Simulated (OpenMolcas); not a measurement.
**O2+: CASPT2 settings compared**

```json
{
  "Program": "OpenMolcas",
  "Basis": "ANO-L-VQZP [5s4p3d2f]",
  "Scalar Hamiltonian": "non-relativistic, point nucleus",
  "Active space": "4 electrons in 4 orbitals (2s 2p)",
  "State averaging": "2S+1 = 3 even, 3 roots; 2S+1 = 1 even, 6 roots kept (CI in the orbitals of an earlier block); 2S+1 = 3 odd, 8 roots; 2S+1 = 5 odd, 1 root kept (CI in the orbitals of an earlier block)",
  "Spin-orbit coupling": "state interaction with AMFI integrals over the reference wave functions, term energies averaged over their components"
}
```

Methods on the same reference wave functions:
A. CASSCF
B. SS-CASPT2, IPEA 0.6 Eh, imaginary shift 0.5 Eh (closed shells correlated: none)
C. SS-CASPT2, IPEA 0 Eh, no level shift (closed shells correlated: 1s)
D. SS-CASPT2, IPEA 0.1 Eh, sigma1 regulariser 0.2 Eh (closed shells correlated: none)

Energies in cm-1 above 2s2 2p2 3P0, the measured ground level; measured values from Moore, Selected Tables of Atomic Spectra, NSRDS-NBS 3, section 11.

```
       Level       A       B       C       D  Measured
 2s2 2p2 3P0     0.0     0.0     0.0     0.0       0.0
 2s2 2p2 3P1     106     106     106     106       113
 2s2 2p2 3P2     314     314     314     314          
 2s2 2p2 1D2   23062   20030   20830   20640     20273
 2s2 2p2 1S0   41740   41960   43010   42640     43186
2s 2p3 5S* 2   49525   56740   57420   57470     60325
2s 2p3 3D* 2  123077  118410  117630  118120          
2s 2p3 3D* 1  123078  118410  117630  118120          
2s 2p3 3D* 3  123079  118410  117640  118120          
2s 2p3 3P* 0  145336  141770  141380  141740          
2s 2p3 3P* 1  145337  141770  141380  141750          
2s 2p3 3P* 2  145338  141770  141380  141750
```

Deviations, from unrounded energies. A percentage is the sum of absolute deviations over the sum of measured energies, with the sign that they share, or ± where signs differ.

```
                        Against measurement  Levels      A     B     C     D
             mean absolute deviation (cm-1)       4   3800  1300   910   940
      fine structure of the ground term (%)       1   -6.0  -6.0  -6.0  -6.0
other terms of the ground configuration (%)       2   ±6.7  -2.3  ±1.2  ±1.4
                   other configurations (%)       1  -17.9  -5.9  -4.8  -4.7
```

C, D lie about equally close to measurement and A furthest from it. The largest miss of C in the table is 2s 2p3 5S* 2, by -2900 cm-1. The ranking rests on the paired levels alone, and a cruder setting can come out closer through cancelling errors.

Among B to D the level of the table that moves most is 2s2 2p2 1S0, by 1100 cm-1 (lowest in B, highest in C). Moves below CASPT2's spread within the term are not significant.

The two smallest mean deviations differ by little beside CASPT2's spread within terms, so their order carries little weight.

From A to B the spin-free energies of the other terms of 2s2 2p2 shown, above 3P, scale by factors of 0.87 to 1.01.

The lowest spin-free term lies below A's lowest term by 0.069 hartree in B, 0.087 hartree in C, 0.076 hartree in D.

CASPT2 does not keep the components of a term degenerate, so their means are used; among the terms shown or strongly mixed into the levels shown the widest spread is 200 cm-1 (2s 2p3 3D*, B). Terms from blocks run as CI alone lack orbitals of their own. Measured partners are found by configuration, term and J. A level has none where our copy of the source lacks it or the pairing is in doubt (some pairs that miss far off the trend of their configuration count as doubtful), and it then counts in no deviation. Levels of configurations outside the active space are missing.

* marks odd parity.
